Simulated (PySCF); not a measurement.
C$_{2}$F$_{3}$, doublet (typed; the unrestricted solution is spin-contaminated), geometry from GFN2-xTB; MP2/cc-pVDZ (PySCF).

Input for PySCF:
```python
from pyscf import gto, scf, mp

mol = gto.M(
    atom='''
F     1.31800223    0.00739748    1.48618006
C     0.37902913   -0.50068481    0.73883781
C    -0.29049288   -0.06439612   -0.28868255
F    -0.15535228    1.13519605   -0.87886147
F    -1.22167412   -0.76587291   -0.90742210
''',
    basis='cc-pvdz',
    spin=1,
    verbose=4,
)

mf = scf.UHF(mol)
mf.kernel()

pt = mp.MP2(mf, frozen=5)
pt.kernel()
print('E(MP2) = %.10f' % pt.e_tot)
```

The log (banner, timings and long lists left out):

```
PySCF version 2.14.0

[INPUT] verbose = 4
[INPUT] num. atoms = 5
[INPUT] num. electrons = 39
[INPUT] charge = 0
[INPUT] spin (= nelec alpha-beta = 2S) = 1
[INPUT] symmetry False subgroup None
[INPUT] Mole.unit = angstrom
[INPUT] Symbol           X                Y                Z      unit          X                Y                Z       unit  Magmom
[INPUT]  1 F      1.318002230000   0.007397480000   1.486180060000 AA    2.490663246266   0.013979211212   2.808473285190 Bohr   0.0
[INPUT]  2 C      0.379029130000  -0.500684810000   0.738837810000 AA    0.716261248932  -0.946157165630   1.396201111373 Bohr   0.0
[INPUT]  3 C     -0.290492880000  -0.064396120000  -0.288682550000 AA   -0.548951984336  -0.121691030285  -0.545530956441 Bohr   0.0
[INPUT]  4 F     -0.155352280000   1.135196050000  -0.878861470000 AA   -0.293573262027   2.145209632188  -1.660807479733 Bohr   0.0
[INPUT]  5 F     -1.221674120000  -0.765872910000  -0.907422100000 AA   -2.308629500269  -1.447290046124  -1.714779248378 Bohr   0.0

nuclear repulsion = 161.77815762308
number of shells = 25
number of NR pGTOs = 130
number of NR cGTOs = 70
basis = cc-pvdz
ecp = {}

******** <class 'pyscf.scf.uhf.UHF'> ********
method = UHF
initial guess = minao
damping factor = 0
level_shift factor = 0
DIIS = <class 'pyscf.scf.diis.CDIIS'>
diis_start_cycle = 1
diis_space = 8
diis_damp = 0
SCF conv_tol = 1e-09
SCF conv_tol_grad = None
SCF max_cycles = 50
direct_scf = True
direct_scf_tol = 1e-13
number electrons alpha = 20  beta = 19
Set gradient conv threshold to 3.16228e-05
init E= -374.787397938866

cycle= 1 E= -373.774184509735  delta_E= 1.01  |g|= 0.585  |ddm|= 1.72
cycle= 2 E= -373.888798697554  delta_E= -0.115  |g|= 0.337  |ddm|= 0.594
cycle= 3 E= -373.930430941482  delta_E= -0.0416  |g|= 0.0632  |ddm|= 0.215
cycle= 4 E= -373.933573741321  delta_E= -0.00314  |g|= 0.0242  |ddm|= 0.0683
cycle= 5 E= -373.934690494376  delta_E= -0.00112  |g|= 0.0155  |ddm|= 0.0452
cycle= 6 E= -373.935436130611  delta_E= -0.000746  |g|= 0.0132  |ddm|= 0.0366
cycle= 7 E= -373.936127589415  delta_E= -0.000691  |g|= 0.0115  |ddm|= 0.0381
cycle= 8 E= -373.937596314029  delta_E= -0.00147  |g|= 0.00725  |ddm|= 0.107
cycle= 9 E= -373.938167386896  delta_E= -0.000571  |g|= 0.00202  |ddm|= 0.0987
cycle= 10 E= -373.938169242761  delta_E= -1.86e-06  |g|= 0.0012  |ddm|= 0.00438
cycle= 11 E= -373.938175155241  delta_E= -5.91e-06  |g|= 0.000484  |ddm|= 0.00844
cycle= 12 E= -373.938175496481  delta_E= -3.41e-07  |g|= 0.000215  |ddm|= 0.00253
cycle= 13 E= -373.938175594191  delta_E= -9.77e-08  |g|= 9.95e-05  |ddm|= 0.0018
cycle= 14 E= -373.938175626171  delta_E= -3.2e-08  |g|= 3.24e-05  |ddm|= 0.000691
cycle= 15 E= -373.938175627569  delta_E= -1.4e-09  |g|= 1.23e-05  |ddm|= 6.39e-05
cycle= 16 E= -373.938175627767  delta_E= -1.97e-10  |g|= 4.86e-06  |ddm|= 6.23e-05
Extra cycle  E= -373.938175627794  delta_E= -2.73e-11  |g|= 3.17e-06  |ddm|= 6.14e-06
converged SCF energy = -373.938175627794  <S^2> = 0.91496237  2S+1 = 2.1586684

******** <class 'pyscf.mp.ump2.UMP2'> ********
nocc = (np.int64(15), np.int64(14)), nmo = (65, 65)
frozen orbitals 5
E(UMP2) = -374.706465555969  E_corr = -0.768289928174856
E(SCS-UMP2) = -374.675260742364  E_corr = -0.737085114570455
E_corr(same-spin) = -0.213303229891583
E_corr(oppo-spin) = -0.554986698283273
E(MP2) = -374.7064655560
```
